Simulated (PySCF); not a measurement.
These 4 structures share the formula C4H8BFO2. Level of theory: PySCF, PBE0-D3(BJ)/def2-SVP geometry optimisation, gas phase. Energies are electronic, without zero-point or thermal terms, for one conformer each. No frequencies were run at this level. Point groups hold within 0.08 Å.

Question: Order them by energy at this level, lowest first, and give relative energies in kJ/mol.
A. `[CH3:1][O:2][B:3](/[CH:4]=[CH:5]/[F:6])[O:7][CH3:8]` with C1–O2–B3–C4 0°, O2–B3–C4–C5 178°, O2–B3–O7–C8 1°
B. `[OH:1][B:2]([OH:3])[C@@H:4]1[CH2:5][CH2:6][C@@H:7]1[F:8]` with H–O1–B2–O3 1°, O1–B2–O3–H 178°, O1–B2–C4–C5 -63°, B2–C4–C5–C6 -97°, C4–C5–C6–C7 -20°, C5–C6–C7–F8 142°, B2–C4–C7–C6 93°
C. `[CH3:1][CH2:2][C@@H:3]1[O:4][BH:5][O:6][C@H:7]1[F:8]` with C1–C2–C3–O4 -59°, C2–C3–O4–B5 -112°, C3–O4–B5–O6 -3°, O4–B5–O6–C7 -7°, B5–O6–C7–F8 -106°
D. `[CH3:1][B:2]1[O:3][CH2:4][CH:5]([F:6])[CH2:7][O:8]1` with C1–B2–O3–C4 180°, B2–O3–C4–C5 28°, O3–C4–C5–F6 -174°, C4–C5–C7–O8 53°

Answer: B (0.0), D (3.9), C (9.5), A (111.9).

As drawn, the lowest has a four-membered ring and an O–H bond, which the highest lacks; the highest has a C=C bond outside aromatic rings, which the lowest lacks. Neighbours under 10 kJ/mol apart (OB(O)[C@@H]1CC[C@@H]1F and CB1OCC(F)CO1; CB1OCC(F)CO1 and CC[C@@H]1OBO[C@H]1F) can change places with a better method, another conformer or zero-point energy.

| SMILES | E (Eh) | E rel (kJ/mol) | dipole (D) | point group | A, B, C (MHz) |
| --- | --- | --- | --- | --- | --- |
| OB(O)[C@@H]1CC[C@@H]1F | -431.69757 | 0.0 | 1.05 | C1 | 2907, 1820, 1277 |
| CB1OCC(F)CO1 | -431.69610 | 3.9 | 0.53 | – | 4705, 1410, 1137 |
| CC[C@@H]1OBO[C@H]1F | -431.69395 | 9.5 | 2.47 | C1 | 3608, 1574, 1274 |
| COB(/C=C/F)OC | -431.65496 | 111.9 | 1.68 | – | 2688, 1205, 840.8 |

How do the relative energies change in single points at KT2/pcSseg-1 (no added dispersion term) on the same geometries?

```json
{"SMILES": "OB(O)[C@@H]1CC[C@@H]1F", "PBE0-D3(BJ)/def2-SVP (kJ/mol)": "0.0", "KT2/pcSseg-1 (kJ/mol)": "0.7", "shift": "+0.7"}
{"SMILES": "CB1OCC(F)CO1", "PBE0-D3(BJ)/def2-SVP (kJ/mol)": "3.9", "KT2/pcSseg-1 (kJ/mol)": "0.0", "shift": "-3.9"}
{"SMILES": "CC[C@@H]1OBO[C@H]1F", "PBE0-D3(BJ)/def2-SVP (kJ/mol)": "9.5", "KT2/pcSseg-1 (kJ/mol)": "1.0", "shift": "-8.5"}
{"SMILES": "COB(/C=C/F)OC", "PBE0-D3(BJ)/def2-SVP (kJ/mol)": "111.9", "KT2/pcSseg-1 (kJ/mol)": "111.6", "shift": "-0.3"}
```

Each column counts from its own lowest isomer. CB1OCC(F)CO1 becomes the lowest; the largest shift is 8.5 kJ/mol.

As an exercise, what shares would exp(−E/RT) give at 298.15 K from these electronic energies alone (no entropy, no degeneracies)?

RT = 2.479 kJ/mol: OB(O)[C@@H]1CC[C@@H]1F 81.1 %, CB1OCC(F)CO1 17.1 %, CC[C@@H]1OBO[C@H]1F 1.8 %, COB(/C=C/F)OC under 0.1 %.
